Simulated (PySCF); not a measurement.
Computed properties of 1,3-dibromopropa-1,2-diene (C3H2Br2), SMILES BrC=C=CBr

1,3-dibromopropa-1,2-diene (C₃H₂Br₂), SMILES BrC=C=CBr. Geometry optimised at B3LYP-D3(BJ)/def2-SVP. One conformer was computed; it need not be the lowest. All values are computed for the isolated molecule unless a solvent is named; none is compared with measurement here.

**Structure.** The optimised structure has C2 symmetry. All 15 harmonic modes at B3LYP-D3(BJ)/def2-SVP (PySCF) are real, so it is a minimum. With heavy atoms numbered as in [Br:1][CH:2]=[C:3]=[CH:4][Br:5], the shortest bond between them is C3–C4 at 1.305 Å and the longest C4–Br5 at 1.908 Å.

**Vibrations.** The strongest infrared lines (harmonic, unscaled, degenerate partners summed) lie at 670 cm⁻¹ (118 km/mol, C 75 %, H 18 %), 2051 cm⁻¹ (99 km/mol, C 98 %), 1185 cm⁻¹ (64 km/mol, H 89 %, C 11 %). The softest mode is at 64 cm⁻¹ and the zero-point energy is 23.3 kcal/mol.

**Electronic structure.** CAM-B3LYP/def2-TZVP (PySCF) places the frontier levels at -8.92 and -0.36 eV, a gap of 8.56 eV, and gives a dipole moment of 1.36 D and a mean polarisability of 81.4 bohr³. PBE/def2-TZVP (PySCF) at the same geometry gives -6.51 and -2.40 eV, so its gap is 4.45 eV narrower. An orbital gap is neither the optical nor the fundamental gap.

**Excitations.** TDDFT-M06-2X/def2-SVPD (PySCF) has S1 at 4.55 eV (272 nm, f = 0.000, dark); the most intense of the 10 singlets computed lies at 6.24 eV (f = 0.83). T1 (TDA) is at 4.11 eV. TDDFT-PBE/def2-SVPD (PySCF) puts S1 at 4.25 eV. No vertical singlet excitation falls in the visible range (under 3.1 eV).

**NMR.** GIAO shifts at PBE0/pcSseg-1 (PySCF) (non-relativistic, atoms alike by connectivity averaged): ¹³C from 108.5 to 220.7 ppm against TMS; ¹H at 6.9 ppm against TMS. Without spin–orbit terms, shifts of atoms bonded to Cl or Br come out too high.

**Solvation.** SMD-B3LYP/def2-SVP (PySCF) gives -1.5 kcal/mol in water, -5.6 kcal/mol in toluene, -5.3 kcal/mol in cyclohexanone (1 M in both phases, gas-phase geometry).
